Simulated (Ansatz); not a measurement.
A barrier at the coupled-cluster level

Start structure (CH$_{5}$GaO, closed shell), relaxed at PBE0-D4/def2-TZVP:

```
atom    x (Å)    y (Å)    z (Å)
 Ga1  -1.1016  -0.4782  -1.0410
  O2   0.5190  -0.5075  -0.3006
  C3   0.9033   0.3136   0.7688
  H4  -1.2774  -1.4857  -2.2119
  H5  -2.1146   0.5418  -0.4230
  H6   0.1024   0.9857   1.1074
  H7   1.7600   0.9319   0.4775
  H8   1.2090  -0.3016   1.6227
```

The step: CH₅GaO ([CH3][O][GaH2]) → CH₄O ([CH3][OH]) + GaH; bonds formed: O2–H4; bonds broken: Ga1–O2, Ga1–H4. Program: Ansatz 0.2.0. Basis: def2-TZVPP and def2-QZVPP. Cores are frozen in the correlated methods. Filled d shells of the heavier atoms are correlated. The def2 sets are not built for correlating such inner shells, so the correlated values are less sure here. Extrapolation: Hartree–Fock as exp(−7.88 √X), correlation as X^−2.97. Energies below are by CCSD(T) at an estimated basis limit (MP2 extrapolated from triple and quadruple zeta, plus CCSD(T) − MP2 in triple zeta).

What are the electronic barrier and the energy of the step, from the start structure to the end structure? (Judge from chemistry; the value comes from the calculation.)

The calculation gives: Barrier 58.99 kcal/mol; step energy 22.44 kcal/mol (uphill); reverse barrier, their difference, 36.54 kcal/mol. Barrier and step energy count from the start structure, the reverse barrier from the end structure.

The saddle point: One imaginary mode of 1423i cm⁻¹.
| pair | start (Å) | saddle (Å) | end (Å) |
| --- | --- | --- | --- |
| O2–H4 | 2.80 | 1.39 | 0.96 |
| Ga1–O2 | 1.78 | 1.98 | 2.30 |
| Ga1–H4 | 1.55 | 1.66 | 2.88 |

Zero-point energy (harmonic, PBE0-D4): ZPE is 34.52 kcal/mol at the start and 32.46 kcal/mol at the saddle, so the barrier goes from 58.99 to 56.93 kcal/mol.

First-order rate constant out of the start structure at 298 K by transition-state theory, with harmonic vibrational free energies alone and no tunnelling: ΔA‡ = 56.60 kcal/mol, so k = (kB T/h) exp(−ΔA‡/kB T) ≈ 10^-29 s⁻¹ (an order of magnitude at best: rotation, the number of equivalent paths and anharmonicity are left out).

T1 diagnostic: at most 0.018. The restricted Hartree–Fock reference is unstable towards an unrestricted one at one or more of these structures.

Labels in which every atom is bracketed show which atoms are joined, not bond orders.

For scale, one of the runs: CCSD(T)/def2-TZVPP, 180 basis functions, launched by `ansatz run in.yaml --threads 2 --pin off --events-out ev --progress --plain --max-ram 4352MiB`. Time: 64 s of wall clock on 2 CPU threads of an Arm Neoverse V1; the host was shared. Peak host memory: 1.8 GiB.
